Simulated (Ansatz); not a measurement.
A nudged elastic band was laid between two geometries of Cl$_{2}$FH$_{4}$O$_{3}$Ta (11 atoms, charge 0, multiplicity 1).

These are results of RKS PBE-D4/def2-SVP in Ansatz, not measurements.

```
movable images  : 9
climbing image  : yes
spring          : 5.0 eV/Å²
optimiser       : quadratic models (default)
start path      : through a guess of the saddle point
force threshold : 0.05 eV/Å
iteration limit : 60
end points      : relaxed
```

First end point:

```xyz
11
Properties=species:S:1:pos:R:3
Ta 0.008 -0.122 -0.073
F 1.725 -0.885 -0.438
Cl 0.966 0.616 1.985
Cl -0.333 -0.166 -2.448
O -1.405 1.129 0.125
H -1.681 2.057 0.093
O -0.903 -1.682 0.456
H -1.807 -1.894 0.745
O 1.202 1.785 -0.796
H 1.422 1.628 -1.739
H 2.051 1.843 -0.311
```

Last end point:

```xyz
11
Properties=species:S:1:pos:R:3
Ta -0.161 0.007 -0.064
F 1.436 -1.017 -0.385
Cl 0.908 0.703 1.961
Cl -0.475 -0.070 -2.435
O -1.469 1.361 0.111
H -1.768 2.280 0.050
O -1.195 -1.461 0.520
H -0.952 -2.400 0.606
O 1.275 1.699 -0.816
H 1.585 1.473 -1.717
H 2.061 1.735 -0.233
```

What changes between the two ends?

No bond is made or broken.

What energy profile does the band end with?

The run converged. The highest image is number 4 of 0 to 10, 0.014 eV above the first end and 0.039 eV above the last; the last end lies 0.025 eV below the first. A vibrational analysis at the climbing image gives one clearly imaginary mode, 191i cm⁻¹: a first-order saddle point.

```csv
image,path coordinate (Å),energy (eV)
0,0.00,0.000
1,0.16,0.003
2,0.33,0.009
3,0.49,0.014
4,0.66,0.014
5,0.81,0.010
6,0.97,0.002
7,1.13,-0.010
8,1.28,-0.019
9,1.44,-0.024
10,1.59,-0.025
```

What is the geometry of the highest image?


```xyz
11
Properties=species:S:1:pos:R:3:forces:R:3
Ta -0.067 -0.063 -0.057 0.02 0.00 0.01
F 1.644 -0.862 -0.410 0.00 -0.01 -0.01
Cl 0.918 0.659 1.997 -0.01 0.00 0.00
Cl -0.396 -0.158 -2.436 0.01 0.00 0.00
O -1.413 1.273 0.101 0.00 0.00 0.00
H -1.515 2.234 0.013 0.00 0.00 0.00
O -1.024 -1.558 0.490 -0.01 0.02 0.01
H -1.546 -2.313 0.791 0.01 -0.01 -0.01
O 1.197 1.763 -0.806 -0.01 0.01 -0.01
H 1.390 1.566 -1.748 0.01 0.01 0.00
H 2.057 1.768 -0.337 0.00 -0.01 0.00
```

What are the harmonic wavenumbers there?

191i, 11, 97, 124, 130, 143, 165, 193, 223, 240, 241, 284, 293, 333, 341, 414, 438, 567, 628, 657, 707, 768, 1521, 3610, 3721, 3816, 3883 cm⁻¹.

Time of the run: 11 min on 4 threads of Arm Neoverse V1 (shared host), peak memory 0.23 GiB.
